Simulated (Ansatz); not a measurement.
C$_{3}$H$_{7}$FOSn, SMILES `CC(C)[O][Sn][F]`, relaxed with RKS PBE-D4/def2-SVP in the Gaussian-basis code of Ansatz from a rough embedded geometry. The force threshold is 0.03 eV/Å; the program also tests the step.

The species carries charge 0 and has multiplicity 1. Sn takes the def2 core potential.

Start:

```xyz
13

C     0.003   -0.115   -1.183
C    -0.163   -0.138    0.294
C    -1.436    0.599    0.624
O     0.907    0.478    1.030
Sn    2.358   -0.862    1.308
F     3.564   -0.928   -0.219
H     0.184    0.941   -1.542
H     0.976   -0.693   -1.444
H    -0.807   -0.515   -1.730
H    -0.302   -1.170    0.633
H    -1.612    0.594    1.748
H    -2.325    0.141    0.185
H    -1.348    1.670    0.297
```

| step | energy (eV) | largest force (eV/Å) | largest move (Å) |
| --- | --- | --- | --- |
| 1 | -13806.6001 | 3.511 | 0.000 |
| 2 | -13806.9868 | 0.873 | 0.180 |
| 3 | -13807.0345 | 0.354 | 0.056 |
| 4 | -13807.0748 | 0.371 | 0.115 |
| 5 | -13807.1489 | 0.595 | 0.195 |
| 6 | -13807.2003 | 1.061 | 0.193 |
| 7 | -13807.3077 | 0.423 | 0.200 |
| 8 | -13807.3456 | 0.358 | 0.200 |
| 9 | -13807.3618 | 0.279 | 0.200 |
| 10 | -13807.3660 | 0.192 | 0.068 |
| 11 | -13807.3687 | 0.293 | 0.195 |
| 12 | -13807.3720 | 0.136 | 0.025 |
| 13 | -13807.3742 | 0.021 | 0.052 |
| 14 | -13807.3771 | 0.110 | 0.161 |
| 15 | -13807.3780 | 0.159 | 0.197 |
| 16 | -13807.3797 | 0.095 | 0.029 |
| 17 | -13807.3804 | 0.026 | 0.031 |
| 18 | -13807.3808 | 0.021 | 0.080 |
| 19 | -13807.3808 | 0.011 | 0.044 |

End:

```xyz
13

C     0.150    0.053   -1.254
C    -0.116   -0.112    0.245
C    -1.447    0.496    0.682
O     0.920    0.523    1.003
Sn    2.797   -0.178    1.236
F     2.515   -1.812    0.126
H     0.251    1.127   -1.512
H     1.083   -0.480   -1.525
H    -0.676   -0.377   -1.856
H    -0.124   -1.206    0.465
H    -1.591    0.368    1.773
H    -2.297    0.015    0.157
H    -1.464    1.583    0.459
```

It took 33 s on 4 threads of an Arm Neoverse V2 on a shared host, with 0.19 GiB of host memory at the peak.
